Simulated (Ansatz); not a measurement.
Molecule: C3H5O (charge 0, doublet). It need not be the lowest isomer of its formula. 
Geometry from a B3LYP-D3(BJ)/def2-TZVP (Ansatz, an electronic-structure program) optimisation:
```
C
O 1 1.3705
C 1 1.4456 2 62.94
H 3 1.0843 1 120.22 2 100.99
H 3 1.0873 4 115.89 2 135.00
C 1 1.4812 2 123.37 3 -126.96
H 6 1.0900 1 110.45 2 172.26
H 6 1.0912 7 108.50 1 -121.25
H 6 1.0990 7 108.47 8 -117.05
```
Charge 0, spin multiplicity 2.

Parts of the frozen-core correlation energy in aug-cc-pVDZ (Ansatz, hartree). Frozen orbitals: 4; correlated occupied orbitals by spin: 12 and 11; virtual: 121 and 122. Open shells are spin-unrestricted. Spin-orbit coupling is left out. No relativistic terms.

| term | value |
|---|---|
| reference (HF) | -191.29952 |
| MP2 opposite-spin | … |
| MP2 same-spin | … |
| CCSD correlation | … |
| (T) | -0.02309 |
| T1 diagnostic | 0.018 |
| largest doubles amplitude | 0.013 |
| <S^2> of the reference | 0.760 |

Task: What belongs in the gaps?

Result: 
- MP2 opposite-spin, value: -0.45040
- MP2 same-spin, value: -0.15135
- CCSD correlation, value: -0.63925
